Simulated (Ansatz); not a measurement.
Ideal-gas functions of `F[B-]1(F)[Cl+][B-](F)(F)[Cl+]1` at 600 K and 1 bar, from an Ansatz frequency run at PBE0-D4/def2-TZVP.

Molar mass 168.52 g/mol, point group D2h (symmetry number 4), electronic degeneracy 1, moments of inertia 249.045, 447.288, 497.255 u Å². Harmonic wavenumbers (cm⁻¹, unscaled): 27, 156, 191, 214, 238, 276, 296, 348, 350, 381, 427, 544, 572, 718, 1059, 1119, 1404, 1416.

Use S(trans) = R[1.5 ln M + 2.5 ln T − 1.1517]; rotational temperatures θ = 24.2544 K / I; S(rot) = R[ln(√π/σ · √(T³/θAθBθC)) + 1.5]; for each mode x = 1.438777 ν̃/T, S = R[x/(eˣ − 1) − ln(1 − e⁻ˣ)] and H = RT x/(eˣ − 1); 1 cm⁻¹ = 0.0119627 kJ/mol; R = 8.31446 J/(mol·K).

Question: By hand: the entropy, in J/(mol·K).

Answer: Translation 187.3. Rotation: θ = 0.0974, 0.0542, 0.0488 K, giving 119.8. Vibration, mode by mode: 31.08, 16.54, 14.88, 13.95, 13.09, 11.90, 11.34, 10.06, 10.01, 9.35, 8.47, 6.67, 6.31, 4.75, 2.49, 2.22, 1.29, 1.26, in all 175.7. Electronic 0.0. Sum 482.8 J/(mol·K).

Question: By hand: H − E and G − E in kJ/mol, counted from the electronic energy.

Answer: Zero-point energy ½ × 9736 × 0.0119627 = 58.2; thermal vibration 49.5; translation, rotation and pV give 4 RT = 20.0. H − E = 127.7 kJ/mol, and G − E = 127.7 − 600 × 482.8/1000 = -162.0 kJ/mol.

Vibration gives 36 % of the entropy, 31.1 J/(mol·K) of it from the mode under 150 cm⁻¹: soft modes count most, and the harmonic formula is weakest for them.
